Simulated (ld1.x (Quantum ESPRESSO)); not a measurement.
**Scattering properties, PAW potential for Sc**

* Element: Sc (Z = 21)
* Generator: ld1.x (Quantum ESPRESSO) 7.5
* Type: PAW
* Functional: LDA (PZ)
* Relativity: scalar-relativistic
* Frozen core: [Ne] 3s2
* Valence charge: 9
* Reference configuration: 3p6 3d1 4s2 4p0
* Partial waves: 4s (bound): rcut 3.10, rcutus 3.60 bohr; 4s channel at 1.55 Ry: rcut 3.10, rcutus 3.60 bohr; 3p (bound): rcut 1.60, rcutus 2.00 bohr; 4p (bound, empty): rcut 1.60, rcutus 2.00 bohr; 3d (bound): rcut 2.00, rcutus 2.65 bohr; 3d channel at 2.45 Ry: rcut 2.00, rcutus 2.65 bohr; 4f channel at 0.05 Ry: rcut 2.60, rcutus 3.60 bohr; 4f channel at 1.1 Ry: rcut 2.60, rcutus 3.60 bohr
* Local potential: all-electron potential smoothed inside 2.05 bohr (lloc = -1)
* Core correction: Bessel-smoothed model core, default radius (core density twice the valence density)
* Augmentation charge: PSQ, inside the norm-conserving radii

The phase is arctan(r·u′/u) with u = r·R(r), unwrapped; energies in Ry, scanned from -4 to 5 Ry. A pole is an energy at which the radial function vanishes at the test radius. The pseudo phase is shifted by a multiple of π to meet the all-electron one at the reference energy, and phase errors are pseudo minus all-electron; the curves can meet again beyond the range given. Levels narrower than the energy grid can be missing from the lists of poles.

Q: For each channel, where are the poles, and over which energies does the pseudopotential scatter like the atom?

A:

```
channel  radius (bohr)  reference energy (Ry)  poles, all-electron     poles, pseudo  unbroken range about the reference energy with phases within 0.05 rad  phase error 1 Ry above the reference energy (rad)
      s           3.90                  -0.32           0.29, 3.77  0.21, 0.40, 3.89                                                              below 0.2                                             -3.132
      p           3.90                  -0.11           0.82, 4.36        0.82, 4.04                                                              below 2.0                                             -0.001
      d           3.90                  -0.25          -0.18, 1.81       -0.18, 1.80                                                        the whole range                                             -0.011
      f           3.90                   0.05                 2.03              2.03                                                              below 3.2                                             +0.000
```

Phases in the s channel:

```csv
E (Ry),all-electron,pseudo
-4.00,1.439,1.434
-3.52,1.424,1.423
-3.04,1.410,1.409
-2.56,1.392,1.391
-2.08,1.366,1.365
-1.60,1.323,1.321
-1.12,1.233,1.229
-0.64,0.869,0.863
-0.16,-1.206,-1.209
0.32,-1.581,-4.493
0.80,-1.720,-4.855
1.28,-1.913,-5.053
1.76,-2.873,-6.006
2.24,-4.336,-7.463
2.72,-4.566,-7.697
3.20,-4.652,-7.784
3.68,-4.704,-7.836
4.16,-4.745,-7.877
4.64,-4.789,-7.921
```
